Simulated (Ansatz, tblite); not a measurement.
Forces on Cu5Se5⁻ at its PBE-D4/def2-SVP geometry. Total charge -1; singlet.

The xTB rows come from tblite. The structure comes from a short search, and lower isomers may exist.

GFN1-xTB (tblite), largest force 1.05 eV/Å:

```xyz
10
positions Å, forces eV/Å
Cu    1.223   -0.510   -1.631   -0.039   -0.162   -0.356
Cu   -0.275    1.321   -1.234   -0.281    0.147   -0.405
Cu   -1.119   -1.061   -0.671   -0.152   -0.110   -0.314
Cu   -0.547    1.080    1.268   -0.271    0.069    0.350
Cu    0.851   -0.948    0.858    0.065   -0.253    0.261
Se   -2.100   -0.066    2.489    0.421   -0.270   -0.373
Se    1.177    2.324    0.298    0.758   -0.719   -0.033
Se   -1.106   -2.095    1.436   -0.204    0.295    0.288
Se   -0.791   -0.289   -2.866    0.132    0.072    0.356
Se    2.686    0.244    0.052   -0.430    0.932    0.225
```

GFN2-xTB (tblite), largest force 1.03 eV/Å:

```
Cu 0.224 -0.375 -0.547
Cu -0.448 0.386 -0.340
Cu -0.245 -0.089 -0.199
Cu -0.142 0.321 0.177
Cu 0.253 -0.343 0.311
Se 0.270 -0.710 -0.294
Se 0.789 -0.623 0.012
Se -0.468 0.499 0.365
Se 0.016 -0.032 0.247
Se -0.250 0.965 0.267
```

PBE0-D4/def2-SVP (Ansatz), largest force 0.63 eV/Å:

```
Cu 0.039 -0.044 -0.232
Cu -0.068 0.114 -0.221
Cu -0.213 -0.116 -0.132
Cu -0.047 0.124 0.171
Cu 0.100 -0.121 0.154
Se 0.174 -0.341 -0.220
Se 0.353 -0.526 -0.041
Se -0.105 0.381 0.148
Se 0.120 0.028 0.288
Se -0.352 0.503 0.086
```
